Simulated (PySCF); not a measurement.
# Spinor energies of B (boron, neutral)

Start: [He] 2s1 2p1 3s1; 2s1/2 filled at m_j = +1/2; 2p3/2 filled at m_j = +3/2; 3s1/2 filled at m_j = +1/2. Calculated with PySCF 2.14 in x2c-SVPall-2c with one added diffuse shell of s type (4s2p1d, 15 functions): generalised Hartree-Fock with the X2C-1e Hamiltonian and a Gaussian nucleus; one run each with spin-orbit coupling (SO) switched off, then screened by Boettger's factors. This is a chosen level, not necessarily the ground level.

```tsv
spinor shell	electrons	ε, spin-free (eV)	ε, screened SO (eV)	weight of nominal j (screened SO)	rms radius, screened SO (bohr)
1s1/2	2	-216.80	-216.80	1.000	0.379
2s1/2	1	-21.386	-21.386	1.000	1.93
2p3/2	1	-15.404	-15.403	1.000	2.03
3s1/2	1	-3.095	-3.095	1.000	6.20
```

| quantity | spin-free | screened SO |
| --- | --- | --- |
| E (hartree) | -24.21484 | -24.21480 |
| M_J | 5/2 | 5/2 |
| ⟨J²⟩ | 8.752 | 8.752 |
| ⟨L²⟩ | 2.002 | 2.002 |
| ⟨S²⟩ | 3.750 | 3.750 |

Each row is a mean over spinors that exchange with the open shell spreads, by up to 2.117 eV (1s1/2).

Without spin-orbit coupling the j labels of p, d and f shells carry no meaning; the spin-free column gives the mean over the occupied spinors of each nl shell.
